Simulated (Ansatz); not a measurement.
**C5H11AlO: where a starting geometry ends**

The starting geometry of this gas-phase triplet was optimised with GFN2-xTB as a singlet; its bonds are those of `C=C[CH2][Al]([CH3])[O]C`.

```xyz
18

C    -0.5471   -3.2055   -2.8079
C    -1.1929   -2.0712   -2.5801
C    -0.5694   -0.7273   -2.5468
C    -0.3850   -1.2813    0.9563
C     0.7475    2.7725   -0.3523
Al   -0.1904   -0.1132   -0.6504
O     0.3205    1.4511   -0.5000
H     0.5130   -3.2214   -3.0050
H    -1.0471   -4.1592   -2.8079
H    -2.2576   -2.0991   -2.3794
H     0.3744   -0.7327   -3.1063
H    -1.2222    0.0112   -3.0283
H     0.5435   -1.3497    1.5294
H    -1.1441   -0.9011    1.6456
H    -0.6749   -2.2958    0.6783
H     0.3072    3.3994   -1.1315
H     0.4460    3.1584    0.6245
H     1.8361    2.8236   -0.4310
```

Question: Predict what becomes of its bonds when it is optimised with PBE-D3(BJ)/def2-SVP.

Answer: It loosens into C2H6AlO + C3H5, which stay close as a complex. Contacts that open: C3–Al6 (2.03 → 2.67 Å).

The energy falls by 1.81 eV over 27 steps:

| step | E − E(last) (eV) |
| --- | --- |
| 1 | 1.810 |
| 4 | 0.529 |
| 7 | 0.136 |
| 10 | 0.069 |
| 13 | 0.019 |
| 15 | 0.012 |
| 18 | 0.006 |
| 21 | 0.001 |
| 24 | 0.000 |
| 27 | 0.000 |

Final geometry (Å):

```yaml
atoms:
  - { symbol: C, position_ang: [-0.2578, -2.7873, -2.8951] }
  - { symbol: C, position_ang: [-1.1034, -1.8173, -2.3618] }
  - { symbol: C, position_ang: [-0.8635, -0.4370, -2.4007] }
  - { symbol: C, position_ang: [-0.5830, -1.5093, 1.0135] }
  - { symbol: C, position_ang: [0.8049, 2.3931, -0.7754] }
  - { symbol: Al, position_ang: [0.6132, -0.4563, -0.1759] }
  - { symbol: O, position_ang: [0.2899, 1.2639, -0.1367] }
  - { symbol: H, position_ang: [0.6725, -2.5046, -3.4133] }
  - { symbol: H, position_ang: [-0.4933, -3.8582, -2.8127] }
  - { symbol: H, position_ang: [-2.0102, -2.1596, -1.8328] }
  - { symbol: H, position_ang: [-0.0177, -0.0282, -2.9789] }
  - { symbol: H, position_ang: [-1.5915, 0.2831, -2.0002] }
  - { symbol: H, position_ang: [-0.2057, -1.4794, 2.0572] }
  - { symbol: H, position_ang: [-1.6080, -1.0820, 1.0043] }
  - { symbol: H, position_ang: [-0.6295, -2.5710, 0.6968] }
  - { symbol: H, position_ang: [0.2064, 2.6619, -1.6803] }
  - { symbol: H, position_ang: [0.7691, 3.2745, -0.0947] }
  - { symbol: H, position_ang: [1.8649, 2.2724, -1.1062] }
```

No frequencies were run, so the end isn't proven a minimum. Open shells are spin-unrestricted. The triplet needn't be the ground state. Run with Ansatz 0.2.0, 7.6 min on 2 threads of Intel(R) Xeon(R) Processor @ 2.50GHz (Skylake/Cascade Lake), on a shared host.
